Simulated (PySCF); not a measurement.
SMILES [F][Ge]([F])([F])[F] (F₄Ge), singlet at its PBE0/def2-SVP optimised geometry (Å):

```
5

F     -1.1325     0.8004     0.0000
Ge    -0.5657    -0.8004     0.0000
F     -1.1312    -1.6028     1.3857
F     -1.1325    -1.5992    -1.3868
F      1.1325    -0.8004     0.0000
```

Level of theory: PySCF with PBE0/def2-TZVP.

Map of the log10 of the electron density (e/bohr³), floored at −4 on the plane z = 0.6 Å:

```
|                             |
|                             |
|                             |
|                             |
|       ......                |
|      .::--::..              |
|    .:--====--:.             |
|    :-==++*++=-:.            |
|   .:=+**##**+=-.            |
|   :-=+#%%%%#*=-:.           |
|  .:-+*#%@@%#*+=-::...       |
|  .:-+*#%@@%#*+=----::.      |
|  .:-+*#%@@%#*+======-:.     |
|  .:-=+##%%%#**++++++=-:.    |
|   :-=+*######****#**+=-:.   |
|   .:=++*##%%#####%%#*+=-.   |
|   .:-=+*#%@@%##%%@@%#*=-:   |
|   .-=+*##%@@@%#%@@@%#*+-:   |
|   :-=+*#%%@@@%#%%@@%#*=-:   |
|  .:-=*#%%%%%%###%%%%#+=-.   |
|  .:-=*#%%%%%##**####*+-:.   |
|  .:-=*#%%%%##*++***++=-:    |
|   :-=+*##%##*++=====--:.    |
|   .:-=+*##**+==-----::.     |
|   .:-==+++++=--:::::.       |
|    .:--=====-::....         |
|     .::----::..             |
|       ..:::..               |
|                             |
```
Scale: ten equal steps from -4.00 (start of ' ') to -0.432 (end of '@'), in the order ' .:-=+*#%@'; x runs from -3.50 to 3.50, y from -3.50 (bottom) to 3.50 (top).
